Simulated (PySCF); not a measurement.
HCl$_{3}$Si, triplet, geometry from GFN2-xTB (a higher spin typed on purpose: for a closed-shell molecule this is an excited state), with bond 5-1 at 1.6 times its length; PySCF with B3LYP/cc-pVDZ.

Input for PySCF:
```python
from pyscf import gto, scf, dft

mol = gto.Mole()
mol.atom = '''
    Si   -0.01404076    0.00831523   -0.23681379
    Cl   -1.35951511   -1.59640339    0.06376448
    Cl   -0.69409234    1.97400179    0.14967886
    Cl    2.06054932   -0.38170952   -0.09636064
    H     0.13411866   -0.07942789    2.26206786
'''
mol.basis = 'cc-pvdz'
mol.spin = 2
mol.verbose = 4
mol.build()

mf = dft.UKS(mol)
mf.xc = 'b3lyp'
mf.conv_tol = 1e-6
mf.kernel()
```

The log (banner, timings and long lists left out):

```
PySCF version 2.14.0

[INPUT] verbose = 4
[INPUT] num. atoms = 5
[INPUT] num. electrons = 66
[INPUT] charge = 0
[INPUT] spin (= nelec alpha-beta = 2S) = 2
[INPUT] symmetry False subgroup None
[INPUT] Mole.unit = angstrom
[INPUT] Symbol           X                Y                Z      unit          X                Y                Z       unit  Magmom
[INPUT]  1 Si    -0.014040760000   0.008315230000  -0.236813790000 AA   -0.026533190981   0.015713507363  -0.447513205620 Bohr   0.0
[INPUT]  2 Cl    -1.359515110000  -1.596403390000   0.063764480000 AA   -2.569111220108  -3.016765191427   0.120497403675 Bohr   0.0
[INPUT]  3 Cl    -0.694092340000   1.974001790000   0.149678860000 AA   -1.311644427758   3.730322752501   0.282852052037 Bohr   0.0
[INPUT]  4 Cl     2.060549320000  -0.381709520000  -0.096360640000 AA    3.893873880959  -0.721326451939  -0.182095218788 Bohr   0.0
[INPUT]  5 H      0.134118660000  -0.079427890000   2.262067860000 AA    0.253447535594  -0.150096958752   4.274688730581 Bohr   0.0

nuclear repulsion = 316.659596050821
number of shells = 23
number of NR pGTOs = 171
number of NR cGTOs = 77
basis = cc-pvdz
ecp = {}

******** <class 'pyscf.dft.uks.UKS'> ********
method = UKS
initial guess = minao
damping factor = 0
level_shift factor = 0
DIIS = <class 'pyscf.scf.diis.CDIIS'>
diis_start_cycle = 1
diis_space = 8
diis_damp = 0
SCF conv_tol = 1e-06
SCF conv_tol_grad = None
SCF max_cycles = 50
direct_scf = True
direct_scf_tol = 1e-13
number electrons alpha = 34  beta = 32
XC library pyscf.dft.libxc version 7.1.2
    S. Lehtola, C. Steigemann, M. J. T. Oliveira, and M. A. L. Marques,  SoftwareX 7, 1–5 (2018)
XC functionals = b3lyp
    P. J. Stephens, F. J. Devlin, C. F. Chabalowski, and M. J. Frisch,  J. Phys. Chem. 98, 11623 (1994)
radial grids:
    Treutler-Ahlrichs [JCP 102, 346 (1995); DOI:10.1063/1.469408] (M4) radial grids

becke partition: Becke, JCP 88, 2547 (1988); DOI:10.1063/1.454033
pruning grids: <function nwchem_prune>
grids dens level: 3
symmetrized grids: False
atomic radii adjust function: <function treutler_atomic_radii_adjust>
small_rho_cutoff = 0
Set gradient conv threshold to 0.001
tot grids = 85632
init E= -1670.96487206919

cycle= 1 E= -1670.66148251258  delta_E= 0.303  |g|= 0.33  |ddm|= 1.59
cycle= 2 E= -1670.55872248098  delta_E= 0.103  |g|= 0.543  |ddm|= 1.03
cycle= 3 E= -1670.74304668049  delta_E= -0.184  |g|= 0.0313  |ddm|= 0.542
cycle= 4 E= -1670.74382115295  delta_E= -0.000774  |g|= 0.0141  |ddm|= 0.067
cycle= 5 E= -1670.74400581308  delta_E= -0.000185  |g|= 0.00212  |ddm|= 0.0292
cycle= 6 E= -1670.74401997049  delta_E= -1.42e-05  |g|= 0.000364  |ddm|= 0.0152
cycle= 7 E= -1670.74402045257  delta_E= -4.82e-07  |g|= 0.000175  |ddm|= 0.00295
Extra cycle  E= -1670.74402049662  delta_E= -4.41e-08  |g|= 0.000128  |ddm|= 0.000634
converged SCF energy = -1670.74402049662  <S^2> = 2.0034453  2S+1 = 3.002296
```
